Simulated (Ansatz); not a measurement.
Reaction (ligand exchange at the Si–Cl bond): `F[SiH]([SiH3])Cl` + CH₃SH → `CS[SiH](F)[SiH3]` + HCl

Isolated molecules relaxed with PBE0-D4/def2-TZVP in Ansatz; ΔE leaves out vibrations. CCSD(T)/CBS adds triple-zeta CCSD(T) − MP2 to the extrapolated MP2 energy (def2 sets, frozen cores). This one scheme is used for every species. DFT in def2-TZVPP. B3LYP here is the variant with VWN-RPA as its local correlation; programs differ in this. One conformer a species, not always the lowest.

`F[SiH]([SiH3])Cl`:

Z-matrix (Å, degrees):
```
Si
Si 1 2.339
Cl 1 2.049 2 109.0
F 1 1.597 2 109.8 3 118.0
H 1 1.481 2 115.4 3 -120.7
H 2 1.486 1 108.3 3 61.6
H 2 1.485 1 109.2 3 -58.0
H 2 1.487 1 110.0 3 -178.7
```

CH₃SH:

Cartesian coordinates in Å:
```
C -0.126 -0.133 -0.456
S -0.308 -0.059 1.340
H -0.182 0.859 -0.904
H -0.964 -0.726 -0.822
H 0.801 -0.627 -0.744
H 0.779 0.687 1.586
```

`CS[SiH](F)[SiH3]`:

```xyz
12

C     2.342   -0.973    0.381
S     1.037    0.124    1.014
Si   -0.336    0.091   -0.588
F     0.200    0.920   -1.857
Si   -2.330    1.033    0.197
H     1.926   -1.929    0.067
H     2.873   -0.504   -0.446
H     3.038   -1.139    1.203
H    -0.473   -1.309   -1.072
H    -3.250    1.298   -0.941
H    -2.047    2.308    0.906
H    -2.978    0.080    1.136
```

HCl:

Cartesian coordinates in Å:
```
Cl -0.575 0.194 0.200
H 0.575 -0.194 -0.200
```

Problem. Is it downhill or uphill in electronic energy at CCSD(T)/CBS, and by how much? (Best estimate.)

Solution. Ansatz gave: Uphill: ΔE = +8.2 kcal/mol.

Problem. What do these levels give: r2SCAN-D4, B3LYP-D4, ωB97M-V, PBE, HF/def2-TZVPP, MP2/def2-TZVPP, CCSD/def2-TZVPP, CCSD(T)/def2-TZVPP, HF/def2-QZVPP, SCS-MP2/def2-QZVPP, HF/CBS(def2), MP2/CBS(def2)? (An estimate is asked.)

Solution. The calculation gave: r2SCAN-D4 8.2, B3LYP-D4 8.4, ωB97M-V 9.0, PBE 7.9, HF/def2-TZVPP 12.5, MP2/def2-TZVPP 8.1, CCSD/def2-TZVPP 8.9, CCSD(T)/def2-TZVPP 8.2, HF/def2-QZVPP 12.6, SCS-MP2/def2-QZVPP 9.1, HF/CBS(def2) 12.7, MP2/CBS(def2) 8.1 kcal/mol.

Largest T1 diagnostic among the species: 0.012.

The D4 term adds −1.7 kcal/mol with B3LYP and −1.0 kcal/mol with PBE0; it sums over pairs of atoms, weighted by their polarisabilities, and B3LYP, whose exchange is more repulsive, gets the larger term. In def2-TZVPP, CCSD(T) changes the Hartree–Fock value by −4.3 kcal/mol (the triples alone add −0.8 kcal/mol) and MP2 by −4.4 kcal/mol.
